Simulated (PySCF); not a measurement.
This PySCF input asks for the NMR shieldings of SMILES COC(=O)C([SiH3])([SiH3])CCF, C₅H₁₃FO₂Si₂; the geometry comes from GFN2-xTB.

```python
import basis_set_exchange as bse
import numpy as np
from pyscf import gto, dft
from pyscf.prop import nmr

atoms = """
C    -2.594415    1.632834    0.086051
O    -1.388718    1.012116    0.503073
C    -0.926965    0.040123   -0.285971
O    -1.529268   -0.375689   -1.255154
C     0.340437   -0.578662    0.141139
Si    0.773592   -1.626322   -1.405879
Si   -0.166664   -1.663465    1.634466
C     1.383043    0.440024    0.597809
C     1.867913    1.344068   -0.527091
F     0.825910    2.053684   -1.073926
H    -2.421588    2.198010   -0.831826
H    -3.364252    0.880957   -0.098712
H    -2.891305    2.298767    0.892674
H    -0.102453   -2.786370   -1.486644
H     0.744091   -0.828308   -2.623818
H     2.154135   -2.086977   -1.167999
H    -1.277943   -2.537752    1.271665
H     1.011154   -2.445629    2.013110
H    -0.558426   -0.786877    2.740150
H     2.256930   -0.077462    0.999381
H     0.961643    1.067446    1.387759
H     2.584713    2.086335   -0.157632
H     2.313684    0.766134   -1.342549
"""
names = dict.fromkeys(["C", "O", "Si", "F", "H"], "pcSseg-1")
basis = {el: gto.basis.parse(bse.get_basis(n, elements=[el], fmt="nwchem")) for el, n in names.items()}
mol = gto.M(atom=atoms, basis=basis, charge=0, verbose=0)
mf = dft.RKS(mol, xc="PBE0")
mf.grids.level = 2
mf.grids.alignment = dft.numint.BLKSIZE   # the property module wants whole blocks of grid points
mf.conv_tol = 1e-9
mf.kernel()

calc = nmr.RKS(mf)   # GIAO
C = mf.mo_coeff
Co = C[:, mf.mo_occ > 0]
resp = mf.gen_response(singlet=True, hermi=2)
def vind(x):   # induced exchange potential for any number of trial vectors
    d = np.einsum("pi,xij,qj->xpq", C, 2 * x.reshape(-1, C.shape[1], Co.shape[1]), Co, optimize=True)
    return np.einsum("xpq,pi,qj->xij", resp(d - d.transpose(0, 2, 1)), C, Co, optimize=True).ravel()
mo1, _ = nmr.rhf.solve_mo1(calc, with_cphf=vind)
sigma = calc.kernel(mo1)
for i, s in enumerate(sigma):   # ppm
    print("%2d %-2s %9.2f" % (i, mol.atom_pure_symbol(i), np.trace(s) / 3))
```

Task: What are the results?

Result: 
```
 0 C     132.67
 1 O     152.44
 2 C      -0.58
 3 O    -106.76
 4 C     160.24
 5 Si    426.03
 6 Si    398.59
 7 C     151.45
 8 C     100.22
 9 F     418.09
10 H      27.98
11 H      27.50
12 H      28.00
13 H      27.53
14 H      27.28
15 H      28.01
16 H      27.67
17 H      27.72
18 H      27.58
19 H      30.33
20 H      28.88
21 H      26.76
22 H      26.93
```

These numbers come from an equivalent density-fitted implementation of the same equations, which agrees with the script to about 0.01 ppm for H and up to a few tenths of a ppm for heavy atoms, so last digits may differ.

Task: Turn these shieldings into chemical shifts. References, each an isolated molecule treated in the same way: 13C (σref 186.93) and 29Si (σref 349.16) and 1H (σref 31.72) vs TMS; 17O (σref 336.08) vs H2O; 19F (σref 170.95) against CFCl3.

Result: Averaging equivalent atoms: C 2: 187.5; C 8: 86.7; C 0: 54.3; C 7: 35.5; C 4: 26.7; O 3: 442.8; O 1: 183.6; Si 5/6: -63.2; F 9: -247.1; H 21/22: 4.87; H 13/14/15/16/17/18: 4.09; H 10/11/12: 3.89; H 19/20: 2.11 ppm. Unscaled 19F shifts against computed CFCl3 carry errors that often reach 10 to 50 ppm. Unscaled 17O shifts of doubly bonded oxygen tend to come out too high, by tens of ppm or more. Experimental scales use liquid or dissolved standards, which lie at an offset from isolated H2O (liquid H2O: subtract about 36 ppm).

Size and cost of the density-fitted run: 249 basis functions, 110 s wall time on 1 thread of an Arm Neoverse N1, shared host; peak memory 1.2 GiB.
